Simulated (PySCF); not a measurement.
Si(Cl)(Br)(Me)(NH2) (CH₅BrClNSi), SMILES N[Si](Cl)(Br)C. Atoms are numbered in the order given.

```xyz
10

C      1.7499    -1.3589     0.3687
Si     0.2261    -0.5854    -0.3470
N     -0.8683    -1.7683    -0.9209
Cl     0.6842     0.6163    -1.9624
Br    -0.6462     0.7658     1.2203
H      1.4908    -1.9896     1.2332
H      2.2475    -1.9804    -0.3907
H      2.4477    -0.5812     0.7109
H     -1.1443    -2.5239    -0.3020
H     -1.6427    -1.4792    -1.5093
```
Charge 0, spin multiplicity 1.

The structure is a stationary point at PBE0-D3(BJ)/def2-SVP. The values are those of a single conformer.

The numbers are results of PBE/def2-TZVP in PySCF, not measurements.

Isolated molecule, no solvent.

```json
{
 "total_energy": "-3419.08663 hartree",
 "highest_occupied_level": "-6.48 eV",
 "lowest_empty_level": "-0.51 eV",
 "orbital_gap": "5.97 eV",
 "dipole_moment": "2.48 D",
 "quadrupole, principal values (traceless, Buckingham form, about the centre of nuclear charge)": "-8.09, 1.99, 6.10 D·Å",
 "mean_static_polarisability": "77.1 bohr³ (11.42 Å³)",
 "polarisability_principal_values": "69.7, 75.7, 85.7 bohr³"
}
```
